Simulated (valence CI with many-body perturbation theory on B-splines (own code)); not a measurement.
## Ladder of approximations for Ag39+

Calculated by configuration interaction combined with many-body perturbation theory (CI+MBPT): six valence electrons over a frozen Dirac-Fock core [He], radial functions for each j: 9 s, 9 p, 8 d, 6 f, 3 g, 1 h, with the one-electron correlation potential Σ1, the two-electron term Σ2, the three-electron term Σ3, Breit, model QED; selected CI, second order for the rest, scaled by the run's own slope (own B-spline code, finite nucleus).

The last digits are not significant, and no measured levels were compared; by estimate large intervals hold to a few tenths of a per cent, small ones and those within an open d or f shell to about a per cent. Among the levels kept, up to 2200 cm⁻¹ of a level comes from second order outside the variational space, and about a tenth of that is noise between levels of different J, which matters for small intervals.

Each rung adds one term. CI alone is the Dirac-Coulomb CI over the frozen core; QED comes last and gives the full result, which names the levels. Energies are above (2s^2 2p1/2^2 2p3/2^2) J=2 on the same rung, in Ry.

Levels are named by their leading jj configuration (3d3/2^4 stands for four electrons in 3d with j = 3/2), which in mixed levels can hold well under half, so a name can repeat and another be missing.

```tsv
Level	CI alone
(2s^2 2p1/2^2 2p3/2^2) J=0	2.13
(2s^2 2p1/2 2p3/2^3) J=1	13.24
(2s^2 2p1/2 2p3/2^3) J=2	14.49
(2s^2 2p3/2^4) J=0	28.49
(2s 2p1/2^2 2p3/2^3) J=2	29.33
(2s 2p1/2^2 2p3/2^3) J=1	32.43
(2s 2p1/2 2p3/2^4) J=0	43.07
(2s 2p1/2 2p3/2^4) J=1	45.37
(2p1/2^2 2p3/2^4) J=0	63.93
(2s^2 2p1/2^2 2p3/2 3s) J=2	241.94
(2s^2 2p1/2^2 2p3/2 3s) J=1	242.37
(2s^2 2p1/2^2 2p3/2 3p1/2) J=1	246.55
(2s^2 2p1/2^2 2p3/2 3p1/2) J=2	246.72
(2s^2 2p1/2^2 2p3/2 3p3/2) J=3	250.44
(2s^2 2p1/2^2 2p3/2 3p3/2) J=1	250.44
(2s^2 2p1/2^2 2p3/2 3p3/2) J=2	251.55
```

Question: What do these energies become with core correlation, Breit and QED?

Answer: (2s^2 2p1/2^2 2p3/2^2) J=0 2.26 (+0.136); (2s^2 2p1/2 2p3/2^3) J=1 13.12 (-0.116); (2s^2 2p1/2 2p3/2^3) J=2 14.24 (-0.249); (2s^2 2p3/2^4) J=0 28.20 (-0.293); (2s 2p1/2^2 2p3/2^3) J=2 29.07 (-0.261); (2s 2p1/2^2 2p3/2^3) J=1 32.18 (-0.249); (2s 2p1/2 2p3/2^4) J=0 42.68 (-0.390); (2s 2p1/2 2p3/2^4) J=1 44.91 (-0.460); (2p1/2^2 2p3/2^4) J=0 63.46 (-0.476); (2s^2 2p1/2^2 2p3/2 3s) J=2 241.80 (-0.142); (2s^2 2p1/2^2 2p3/2 3s) J=1 242.23 (-0.133); (2s^2 2p1/2^2 2p3/2 3p1/2) J=1 246.43 (-0.119); (2s^2 2p1/2^2 2p3/2 3p1/2) J=2 246.56 (-0.156); (2s^2 2p1/2^2 2p3/2 3p3/2) J=3 250.22 (-0.226); (2s^2 2p1/2^2 2p3/2 3p3/2) J=1 250.23 (-0.210); (2s^2 2p1/2^2 2p3/2 3p3/2) J=2 251.34 (-0.207).

Question: How does the ionisation energy move along the ladder, and which term matters most?

Answer: CI alone 5967.1, + Σ1 5967.4, + Σ2 5967.6, + Σ3 5967.4, + Breit 5963.4, + QED 5963.2 eV. The largest step is Breit, -4.0 eV. NIST lists 5966 ± 12 eV (semi-empirical).
